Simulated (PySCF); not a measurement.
## Ionisation energy along the 8-electron series

Calculated with PySCF 2.14 and a two-component X2C-1e Hamiltonian (Gaussian nucleus, no Breit or QED terms), each ion in its own even-tempered basis scaled to its charge; GMP2 freezes nothing and drops the highest virtual spinors. Values in eV. NIST values: (m) measured, (s) semi-empirical, (t) theoretical.

```csv
ion,configuration,GHF (spin-free),GMP2 (spin-free),GHF (screened spin-orbit),GMP2 (screened spin-orbit),NIST
P(7+),[He] 2s2 2p4,307.56,309.03,307.90,309.37,309.6 ± 0.1 (s)
Cl(9+),[He] 2s2 2p4,453.99,455.48,454.63,456.12,456.7 ± 0.4 (s)
```

(1) Fill in the row of S(8+).

Results:

(1) configuration: [He] 2s2 2p4; GHF (spin-free): 377.34; GMP2 (spin-free): 378.82; GHF (screened spin-orbit): 377.82; GMP2 (screened spin-orbit): 379.30; NIST: 379.84 ± 0.21 (s).
